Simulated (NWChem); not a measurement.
System: SiH3O cation; SMILES [OH+]=[SiH2]

NWChem input:

```
start job
memory heap 200 mb stack 900 mb global 1100 mb
charge 1
geometry units angstroms noautosym nocenter noautoz
  O     -0.151604    -1.089374     0.000000
  Si    -0.050471     0.495105     0.000000
  H      0.569462    -1.745977     0.000000
  H      1.255118     1.175440     0.000000
  H     -1.355214     1.162261     0.000000
end
basis spherical
  O library sadlej_pvtz
  Si library sadlej_pvtz
  H library sadlej_pvtz
end
dft
  xc slater vwn_5
  iterations 150
end
property
  response 1 0.0
end
task dft property
```

Structure relaxed at the B3LYP/6-31G* (spherical d) level.

Static field.

Question: What results follow from this input? (LDA (Slater exchange, VWN5)/Sadlej pVTZ.) Quantities: isotropic polarisability (bohr³); anisotropy (bohr³).

Answer: 
| Item | Value |
|---|---|
| isotropic polarisability (bohr³) | 25.0 |
| anisotropy (bohr³) | 8.4 |
